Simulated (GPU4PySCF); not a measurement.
Computed shifts of a molecule C₁₃H₁₀, PBE/pcSseg-1 run with GPU4PySCF, GIAO, gas phase, atoms alike by connectivity averaged where their shifts nearly agree, in ppm (number of nuclei): ¹³C: 147.8 (2), 146.1 (2), 130.8 (2), 130.5 (2), 128.4 (2), 123.1 (2), 42.9 (1). ¹H: 7.98 (2), 7.61 (2), 7.52 (2), 7.41 (2), 3.91 (2). References: ¹³C against TMS (σ = 182.0 ppm); ¹H against TMS (σ = 31.49 ppm), references at their B3LYP-D3(BJ)/def2-TZVP geometries, non-relativistic (references run with PySCF on processors). Coordinates come from a B3LYP-D3(BJ)/def2-TZVP optimisation. The values are those of a single conformer.

**Question.** Which structure fits?
(A) c1ccc2c(c1)Cc1ccccc1-2
(B) C#CC1=CC(c2ccccc2)=CC1
(C) C#Cc1ccc(C)c2ccccc12
(D) C#CC1=CC=C(c2ccccc2)C1

**Answer.** A, c1ccc2c(c1)Cc1ccccc1-2
